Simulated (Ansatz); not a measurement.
`[SiH3][CH2][AlH][GaH2]` and `[SiH3][CH2][AlH][SiH2]Cl` differ in one atom or group.

Ansatz, PBE0-D4/def2-TZVP geometries, multiplicity 1. Each molecule was computed in one conformer, which needn't be the lowest. `[SiH3][CH2][AlH][SiH2]Cl` holds a close contact that its SMILES doesn't draw: Cl···Al 2.50 Å.

Scalar relativity is left out up to krypton.

```csv
property,`[SiH3][CH2][AlH][GaH2]`
size of the dipole moment (ωB97M-V/def2-TZVPP) / D,2.07
HOMO–LUMO gap (PBE0/def2-TZVPP) / eV,4.87
size of the dipole moment (PBE/def2-TZVPP) / D,2.01
HOMO–LUMO gap (B3LYP/def2-TZVPP) / eV,4.52
LUMO energy (B3LYP/def2-TZVPP) / eV,-1.94
LUMO energy (ωB97M-V/def2-TZVPP) / eV,-0.15
```

Q: What does the change do to each property? (An estimate is asked.)

A: Computed: 
| property | `[SiH3][CH2][AlH][SiH2]Cl` | shift |
| --- | --- | --- |
| size of the dipole moment (ωB97M-V/def2-TZVPP) / D | 1.60 | -0.47 |
| HOMO–LUMO gap (PBE0/def2-TZVPP) / eV | 6.24 | 1.37 |
| size of the dipole moment (PBE/def2-TZVPP) / D | 1.38 | -0.63 |
| HOMO–LUMO gap (B3LYP/def2-TZVPP) / eV | 5.87 | 1.35 |
| LUMO energy (B3LYP/def2-TZVPP) / eV | -1.29 | 0.65 |
| LUMO energy (ωB97M-V/def2-TZVPP) / eV | 0.68 | 0.83 |

With PBE0 the HOMO falls by 0.71 eV and the LUMO rises by 0.67 eV, so the gap widens by about 1.38 eV. PBE moves the HOMO by -0.65 eV and ωB97M-V by -0.75 eV. Dipoles are sizes alone; their direction can turn.

Positive LUMOs are unbound, so they and the gaps depend on the basis.

B3LYP here is the variant with VWN-RPA as its local correlation; programs differ in this.
